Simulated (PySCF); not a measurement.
Si(H)(F)(Br)(OH) (BrFH₂OSi), SMILES O[SiH](F)Br.

The structure is a stationary point at r2SCAN-D4/def2-SVP. The values are those of a single conformer.

These are PySCF with r2SCAN-D4/def2-SVP values and carry that method's errors.

Frequencies are harmonic and unscaled.

Computed vibrational spectrum:
| mode | ν (cm⁻¹) | IR (km/mol) | Raman (Å⁴/amu) | depolarisation | moving atoms (share of kinetic energy) |
|---|---|---|---|---|---|
| 1 | 172 | 31.5 | 2.6 | 0.73 | H 45 %, O 27 %, F 11 %, Si 9 %, Br 8 % |
| 2 | 221 | 10.3 | 1.6 | 0.62 | F 60 %, Br 19 %, H 11 % |
| 3 | 282 | 81.3 | 2.5 | 0.55 | H 44 %, O 35 %, Br 11 % |
| 4 | 341 | 60.0 | 1.5 | 0.72 | O 31 %, Si 30 %, F 28 %, H 10 % |
| 5 | 446 | 88.0 | 7.0 | 0.22 | Si 63 %, Br 20 %, H 10 % |
| 6 | 744 | 84.6 | 1.9 | 0.66 | H 79 %, O 19 % |
| 7 | 823 | 188.3 | 10.9 | 0.64 | H 85 % |
| 8 | 848 | 197.7 | 10.0 | 0.38 | H 58 %, F 22 %, Si 15 % |
| 9 | 891 | 100.3 | 5.6 | 0.40 | H 41 %, Si 23 %, F 19 %, O 17 % |
| 10 | 982 | 158.2 | 1.5 | 0.38 | Si 48 %, O 31 %, F 14 % |
| 11 | 2343 | 84.0 | 129.6 | 0.19 | H 97 % |
| 12 | 3880 | 129.4 | 77.2 | 0.28 | H 94 % |
